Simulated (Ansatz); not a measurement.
Frontier orbitals of `CN([SiH3])[SiH2]F`.

Cartesian coordinates in Å:
```
C 1.0228 -0.4287 1.0336
N 0.0046 -0.0851 0.0389
Si -1.2867 0.9291 0.5960
Si 0.2472 -0.5449 -1.5849
F 1.2899 0.4043 -2.3479
H 1.6674 0.4237 1.2714
H 0.5575 -0.7728 1.9629
H 1.6599 -1.2389 0.6693
H -2.0017 0.2571 1.7155
H -2.2101 1.1728 -0.5380
H -0.7673 2.2258 1.1121
H -1.0359 -0.4452 -2.3116
H 0.8523 -1.8971 -1.6172
```

Charge 0, multiplicity 1. The geometry is a stationary point of PBE0-D4/def2-TZVP. It is one conformer, not always the lowest. Basis def2-TZVPP, Ansatz.

Orbital energies of one run (eV). Highest occupied ones, from the top: -6.38, -7.92, -8.50, -8.57, -8.59, -9.72, -10.40, -10.53, -11.08, -11.23, -11.68, -13.06, -14.22, -16.78. Empty: -0.94, -0.33, 0.07, 0.45, 0.55, 0.70.

Problem. Which functional gave them?
A. LDA (SPW92)
B. ωB97M-V
C. PBE0
D. CAM-B3LYP

Solution. A. HOMO energies: LDA (SPW92) -6.38, ωB97M-V -9.89, CAM-B3LYP -8.96, PBE0 -7.59 eV.
